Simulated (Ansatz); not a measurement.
Breaking the B1–H2 bond in BH2I (SMILES BI) (multiplicity 1 held, fragments rigid). Energies count from the point at 1.183 Å.
Geometry at that point (charge 0, multiplicity 1):
```xyz
4

B     -1.007    -1.528     0.263
H     -0.625    -2.305     1.069
H     -1.987    -1.659    -0.386
I      0.144     0.219    -0.038
```

Signs of static correlation in def2-TZVPP, with CASSCF(2,2), from Ansatz (an electronic-structure program) runs.

| R (Å) | T1 of restricted CCSD | ⟨S²⟩ of UHF | largest double amplitude of restricted CCSD | weight of the CASSCF reference in MRCISD | CASSCF natural occupations |
|---|---|---|---|---|---|
| 0.946 | 0.017 | 0.000 | 0.040 | 0.900 | 1.99 0.01 |
| 1.064 | 0.017 | 0.000 | 0.040 | 0.900 | 1.99 0.01 |
| 1.183 | 0.017 | 0.000 | 0.040 | 0.900 | 1.98 0.02 |
| 1.301 | 0.017 | 0.000 | 0.040 | 0.899 | 1.98 0.02 |
| 1.419 | 0.017 | 0.000 | 0.040 | 0.899 | 1.97 0.03 |
| 1.597 | 0.018 | 0.000 | 0.041 | 0.898 | 1.95 0.05 |
| 1.774 | 0.019 | 0.000 | 0.041 | 0.898 | 1.92 0.08 |
| 2.070 | 0.023 | 0.462 | 0.121 | 0.898 | 1.85 0.15 |
| 2.365 | 0.030 | 0.765 | 0.241 | 0.898 | 1.74 0.26 |
| 2.720 | ? | 0.915 | 0.386 | 0.898 | 1.56 0.44 |
| 3.193 | ? | 0.982 | 0.577 | 0.898 | 1.33 0.67 |
| 3.784 | 0.087 | 1.002 | 0.768 | 0.898 | 1.15 0.85 |

Q: Fill in the missing entries.

A: 
- 2.720, T1 of restricted CCSD: 0.043
- 3.193, T1 of restricted CCSD: 0.065

Doubts at one or more of the structures used: a restricted determinant that unrestricted orbitals would lower (R-CCSD(T)/def2-TZVPP); other coupled-cluster roots lie near (R-CCSD(T)/def2-TZVPP); T1 above 0.05 (R-CCSD(T)/def2-TZVPP, U-CCSD(T)/def2-TZVPP); a spin-contaminated determinant (U-CCSD(T)/def2-TZVPP).
